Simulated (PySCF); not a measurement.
Arsenic: a sound run and one with changed settings

Sound run: As [Ar] 3d10 4s2 4p3, As⁺ [Ar] 3d10 4s2 4p2. Computed with PySCF 2.14 in pcseg-2 (6s5p3d1f, 43 functions), with the non-relativistic Hamiltonian (point nucleus). In the sound run the correlated levels freeze [Ar] 3d10. The sound run starts from symmetry-adapted Hartree-Fock orbitals and uses a fine grid where one is needed.

Changed run: a valence shell is frozen. This setting is unsound on purpose.

| species | method | sound run (hartree) | changed run (hartree) | converged |
| --- | --- | --- | --- | --- |
| As | MP2 | -2234.28032 | -2234.22471 | yes |
| As | CCSD(T) | -2234.29748 | -2234.22966 | yes |
| As⁺ | MP2 | -2233.91557 | -2233.86728 | yes |
| As⁺ | CCSD(T) | -2233.93286 | -2233.86923 | yes |

Ionisation energy of As:

```
 method  sound run (eV)  changed run (eV)
    UHF           9.453             9.453
    MP2           9.925             9.726
SCS-MP2           9.781             9.544
   CCSD           9.891             9.802
CCSD(T)           9.922             9.808
```

Freezing a valence shell removes pair correlation that changes on ionisation.

For comparison, NIST gives 9.789 eV between the lowest levels.
